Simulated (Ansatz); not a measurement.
F2H2MoN2, SMILES `[NH]=[Mo](=[NH])([F])[F]`, relaxed with RKS PBE0-D4/def2-TZVP in Ansatz from a PBE-D4/def2-SVP geometry. The force threshold is 0.005 eV/Å; the program also tests the step.

Charge 0, multiplicity 1. Mo takes the def2 core potential.

Start:

```xyz
7

N     0.019   -1.426    0.396
Mo    0.313    0.056   -0.454
N    -0.538    1.333    0.354
F     2.143    0.427   -0.346
F    -0.401   -0.113   -2.174
H    -0.390   -2.002    1.141
H    -1.145    1.725    1.084
```

```
step  energy (eV)  largest force (eV/Å)  largest move (Å)
   1  -10300.5980                 1.046             0.000
   2  -10300.6397                 0.200             0.025
   3  -10300.6410                 0.030             0.015
   4  -10300.6411                 0.021             0.002
   5  -10300.6412                 0.004             0.008
```

End:

```xyz
7

N     0.017   -1.410    0.395
Mo    0.307    0.055   -0.445
N    -0.534    1.317    0.354
F     2.125    0.424   -0.362
F    -0.381   -0.110   -2.160
H    -0.399   -1.958    1.137
H    -1.134    1.682    1.082
```

Run time 15 s (4 threads of an Arm Neoverse V1 on a shared host); peak host memory 0.39 GiB.
